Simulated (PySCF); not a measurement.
Species: C4H6O2S.
Numbering: `[CH3:1][S:2](=[O:3])(=[O:4])[C:5]1=[CH:6][CH2:7]1` (hydrogens: H8, H9, H10 on C1; H11 on C6; H12, H13 on C7)

The same species was optimised twice, with GFN2-xTB and with PBE0-D3(BJ)/def2-SVP (PySCF), and the same property calculations (PySCF, gas phase) were run on both structures.

```csv
coordinate,GFN2-xTB,PBE0-D3(BJ)/def2-SVP,change
C1–S2 (Å),1.811,1.779,-0.032
S2=O3 (Å),1.435,1.458,+0.023
S2=O4 (Å),1.434,1.455,+0.021
S2–C5 (Å),1.767,1.753,-0.014
C5–C7 (Å),1.507,1.499,-0.008
C5=C6 (Å),1.300,1.297,-0.003
C6–C7 (Å),1.503,1.504,+0.001
S2–C5–C6 (°),152.3,146.0,-6.3
S2–C5–C7 (°),143.3,147.2,+3.9
O3–S2–O4 (°),118.7,121.4,+2.7
C1–S2–C5 (°),101.8,103.3,+1.5
C1–S2–O3 (°),109.3,107.9,-1.4
C1–S2–O4 (°),109.5,108.4,-1.1
O3–S2–C5 (°),107.5,106.4,-1.1
O4–S2–C5 (°),108.6,108.0,-0.6
C1–S2–C5–C6 (°),-155,-144,+11
```

Rotational constants: A = 3816, B = 1763, C = 1620 MHz (GFN2-xTB) against A = 3828, B = 1750, C = 1645 MHz (PBE0-D3(BJ)/def2-SVP). Point groups within 0.08 Å: C1 and C1.

On the GFN2-xTB structure: lowest singlet, TDDFT (eV) 5.84 [CAM-B3LYP/def2-SVPD]; lowest triplet, Tamm–Dancoff (eV) 3.78 [CAM-B3LYP/def2-SVPD]; isotropic polarisability (au) 71.8 [CAM-B3LYP/def2-SVPD]; HOMO (eV) -9.36 [CAM-B3LYP/def2-SVPD]; LUMO (eV) -0.15 [CAM-B3LYP/def2-SVPD]; dipole (D) 4.62 [CAM-B3LYP/def2-SVPD]; HOMO (eV) -7.94 [PBE0/pcSseg-1]; LUMO (eV) -1.17 [PBE0/pcSseg-1]; dipole (D) 4.33 [PBE0/pcSseg-1]; GIAO shielding of C1 (ppm) 137.6 [PBE0/pcSseg-1]; GIAO shielding of S2 (ppm) 217.7 [PBE0/pcSseg-1]; GIAO shielding of O3/O4 (mean) (ppm) 103.1 [PBE0/pcSseg-1]; GIAO shielding of C5 (ppm) 54.4 [PBE0/pcSseg-1]; GIAO shielding of C6 (ppm) 66.9 [PBE0/pcSseg-1]; GIAO shielding of C7 (ppm) 170.8 [PBE0/pcSseg-1].

Question: What do these properties become on the PBE0-D3(BJ)/def2-SVP structure?

Answer: 
```tsv
property	level	on GFN2-xTB	on PBE0-D3(BJ)/def2-SVP	change
lowest singlet, TDDFT (eV)	CAM-B3LYP/def2-SVPD	5.84	5.84	0.00
lowest triplet, Tamm–Dancoff (eV)	CAM-B3LYP/def2-SVPD	3.78	3.80	+0.02
isotropic polarisability (au)	CAM-B3LYP/def2-SVPD	71.8	72.8	+1.0
HOMO (eV)	CAM-B3LYP/def2-SVPD	-9.36	-9.45	-0.09
LUMO (eV)	CAM-B3LYP/def2-SVPD	-0.15	-0.22	-0.07
dipole (D)	CAM-B3LYP/def2-SVPD	4.62	4.50	-0.12
energy, GFN2-xTB geometry as zero (kcal/mol)	CAM-B3LYP/def2-SVPD	0.0	-3.1	-3.1
HOMO (eV)	PBE0/pcSseg-1	-7.94	-8.03	-0.09
LUMO (eV)	PBE0/pcSseg-1	-1.17	-1.25	-0.08
dipole (D)	PBE0/pcSseg-1	4.33	4.21	-0.12
energy, GFN2-xTB geometry as zero (kcal/mol)	PBE0/pcSseg-1	0.0	-3.0	-3.0
GIAO shielding of C1 (ppm)	PBE0/pcSseg-1	137.6	138.3	+0.7
GIAO shielding of S2 (ppm)	PBE0/pcSseg-1	217.7	210.6	-7.1
GIAO shielding of O3/O4 (mean) (ppm)	PBE0/pcSseg-1	103.1	102.7	-0.4
GIAO shielding of C5 (ppm)	PBE0/pcSseg-1	54.4	53.3	-1.1
GIAO shielding of C6 (ppm)	PBE0/pcSseg-1	66.9	58.3	-8.6
GIAO shielding of C7 (ppm)	PBE0/pcSseg-1	170.8	165.3	-5.5
```

The heavy atoms differ by 0.158 Å rms after alignment. Among bonds between heavy atoms C1–S2 changes most (-0.032 Å). Changes are differences of the printed values. Neither structure is proved a minimum here.

Conformer computed: `[CH3:1][S:2](=[O:3])(=[O:4])[C:5]1=[CH:6][CH2:7]1`: C1–S2–C5–C6 -144°.
